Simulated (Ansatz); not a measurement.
Born–Oppenheimer molecular dynamics of FGeH3 (5 atoms, charge 0, multiplicity 1). It starts from a relaxed structure.

These are results of RKS PBE0-D4/def2-SVP (Ansatz), not measurements.

```yaml
ensemble: NVT, Langevin thermostat
time_step: 0.5 fs
steps_asked: 250
set_temperature: 500 K
friction: 0.01 /fs
seed: 973620
```

First frame:

```xyz
5
Properties=species:S:1:pos:R:3
Ge -0.056 0.000 0.020
H 0.021 0.000 1.554
F 1.589 0.000 -0.561
H -0.715 1.274 -0.527
H -0.715 -1.274 -0.527
```

(1) How far do the bonds stretch over the last three quarters of this one trajectory? (Pairs bonded in most of those frames.)

## Answers

(1) 
```tsv
bond	mean (Å)	spread (Å)	shortest	longest
Ge1–H2	1.547	0.050	1.47	1.64
Ge1–F3	1.743	0.037	1.67	1.81
Ge1–H4	1.549	0.039	1.49	1.62
Ge1–H5	1.544	0.050	1.45	1.65
```

Mean temperature of the second half: 506 K. A run of 0.12 ps of so small a system gives no equilibrium averages.

The run took 6.2 min on 1 thread of Arm Neoverse V1 (shared host), peak memory 0.11 GiB.
